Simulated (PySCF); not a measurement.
H3NZn (SMILES [NH2][ZnH]), singlet, geometry from GFN2-xTB (such geometries of metal compounds can be far from the true shape), with bond 2-1 at 1.4 times its length.

Here is a job for PySCF.
```python
from pyscf import gto, scf, mcscf, mrpt
import numpy

mol = gto.M(
    atom='''
Zn   -0.197554   -0.032555   -0.344318
H    -1.527784   -0.261362   -1.919658
N     0.690192    0.113541    1.218091
H     1.269720   -0.602420    1.626011
H     0.973280    0.980271    1.646453
''',
    basis='def2-svp',
    charge=0,
    spin=0,
    verbose=4,
)

mf = scf.RHF(mol)
mf.kernel()
mc = mcscf.CASSCF(mf, 6, 6)
mc.fix_spin_(ss=0.0)
mc.kernel()
occ = numpy.linalg.eigvalsh(mc.fcisolver.make_rdm1(mc.ci, mc.ncas, mc.nelecas))[::-1]
ss = mc.fcisolver.spin_square(mc.ci, mc.ncas, mc.nelecas)[0]
print('natural occupations', occ.round(4), ' <S^2>', round(ss, 4))
e2 = mrpt.NEVPT(mc).kernel()
print('E(NEVPT2) = %.10f' % (mc.e_tot + e2))
```

What SCF-reference dipole moment does CASSCF(6,6)+NEVPT2/def2-SVP in PySCF give?

2.05 D

Give the SCF-reference HOMO-LUMO gap at the level CASSCF(6,6)+NEVPT2/def2-SVP.

11.75 eV

Predict the total energy from CASSCF(6,6)+NEVPT2/def2-SVP.

-49911.3609 eV

Give the nuclear repulsion energy at the level CASSCF(6,6)+NEVPT2/def2-SVP.

90.7555 Eh

Roughly what does it cost on one core?

about 19 core-seconds (a rough figure).
